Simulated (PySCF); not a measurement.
HClO, charge +1, doublet, at a GFN2-xTB geometry (a state made from the parent by changing its charge; the spin is typed, not shown lowest). Base run: TPSS/STO-3G run with PySCF.

Input for PySCF:
```python
from pyscf import gto, scf, dft

mol = gto.Mole()
mol.atom = '''
    O    -0.04383216    1.02148558    0.01469068
    H    -0.96672120    1.40203158    0.00503415
    Cl    0.07749285   -0.56317154   -0.00720939
'''
mol.basis = 'sto-3g'
mol.charge = 1
mol.spin = 1
mol.verbose = 4
mol.symmetry = True
mol.build()

mf = dft.UKS(mol)
mf.xc = 'tpss'
mf.kernel()
mf.analyze()
```

Each row names what was changed in the base input (with any setting that the change needs).

```csv
change,ΔE vs base (mEh),point group used,SCF cycles,outcome
base,0.000,Cs,9,converged
symmetry = off,0.000,C1,9,converged
"irrep_nelec = A':(9, 10) A":(4, 2)",-,-,-,input refused
"irrep_nelec = A':(11, 10) A":(2, 2)",207.5,Cs,10,converged
```

Open shells are given as the SCF converged; they aren't shown to be the lowest states, and a large step between rows can be another state.

- irrep_nelec = A':(9, 10) A":(4, 2): ended with `ValueError: More electrons than orbitals for irrep A" nelec = 4 + 2, norb = 3`
